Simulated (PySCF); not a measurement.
How methods differ on the excitation energy of Si²⁺

Si²⁺ [Ne] 3s2 (1S) → Si²⁺ [Ne] 3s1 3p1 (3P), as a difference of total energies. Computed with PySCF 2.14 in dyall-av4z (25s15p4d3f2g, 129 functions), with scalar relativity by spin-free X2C-1e. Correlated levels: valence: [Ne] frozen; virtual orbitals above 40 to 60 times the deepest correlated orbital energy dropped. The calculations carry no spin-orbit coupling.

```tsv
method	excitation energy (eV)
UHF	5.323
LDA	6.616
PBE	6.428
PBE0	6.273
r2SCAN	5.865
BP86	6.436
B3LYP	6.589
PW91	6.424
MP2 (valence)	6.153
SCS-MP2 (valence)	6.389
```

Q: How much does correlation contribute at MP2 (valence)?

A: 6.153 − (5.323) = 0.830 eV, measured against UHF.

A first-order spin-orbit estimate (lowest level to lowest level, LS coupling) adds -0.027 eV.
